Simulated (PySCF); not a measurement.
## Basis and Hamiltonian dependence of the excitation energy of Sb⁺

Sb⁺ [Kr] 4d10 5s2 5p2 (3P) → Sb⁺ [Kr] 4d10 5s1 5p2 5d1 (high-spin determinant). All values are computed (PySCF 2.14, energy differences of UHF-based or UKS calculations, no spin-orbit coupling). Values in eV.

```json
{"basis": "aug-cc-pVDZ-PP with ECP28MDF", "Hamiltonian": "ECP", "functions": "32", "UHF": "14.629", "PBE": "16.248", "PBE0": "16.061", "MP2 (valence)": "15.342", "CCSD(T) (valence)": "15.190"}
{"basis": "aug-cc-pwCVDZ-PP with ECP28MDF", "Hamiltonian": "ECP", "functions": "48", "UHF": "14.603", "PBE": "16.220", "PBE0": "16.033", "MP2 (valence)": "15.385", "CCSD(T) (valence)": "15.232"}
{"basis": "aug-cc-pVTZ-PP with one added diffuse shell each of d, f type with ECP28MDF", "Hamiltonian": "ECP", "functions": "67", "UHF": "14.457", "PBE": "16.153", "PBE0": "15.959", "MP2 (valence)": "15.248", "CCSD(T) (valence)": "15.087"}
{"basis": "def2-QZVPPD with the def2 core potential (28 electrons)", "Hamiltonian": "ECP", "functions": "88", "UHF": "14.456", "PBE": "16.156", "PBE0": "15.961", "MP2 (valence)": "15.333", "CCSD(T) (valence)": "15.155"}
{"basis": "aug-cc-pVQZ-PP with ECP28MDF", "Hamiltonian": "ECP", "functions": "92", "UHF": "14.448", "PBE": "16.149", "PBE0": "15.953", "MP2 (valence)": "15.303", "CCSD(T) (valence)": "15.112"}
{"basis": "aug-cc-pwCVTZ-PP with ECP28MDF", "Hamiltonian": "ECP", "functions": "96", "UHF": "14.460", "PBE": "16.167", "PBE0": "15.969", "MP2 (valence)": "15.291", "CCSD(T) (valence)": "15.130"}
{"basis": "aug-cc-pVQZ-DK3", "Hamiltonian": "spin-free X2C", "functions": "102", "UHF": "14.484", "PBE": "16.064", "PBE0": "15.900", "MP2 (valence)": "15.325", "CCSD(T) (valence)": "15.142"}
{"basis": "aug-cc-pwCVTZ-DK3", "Hamiltonian": "spin-free X2C", "functions": "109", "UHF": "14.493", "PBE": "16.090", "PBE0": "15.922", "MP2 (valence)": "15.322", "CCSD(T) (valence)": "15.165"}
{"basis": "dyall-av2z", "Hamiltonian": "non-relativistic", "functions": "130", "UHF": "13.386", "PBE": "n/a", "PBE0": "n/a", "MP2 (valence)": "14.173", "CCSD(T) (valence)": "14.024"}
```

Frozen in the all-electron rows: valence: [Kr] 4d10; with a core potential, the same shells as far as they lie outside it.

One determinant mixes LS terms of the configuration, so the numbers do not refer to single terms. Non-relativistic rows lack the scalar-relativistic shift.
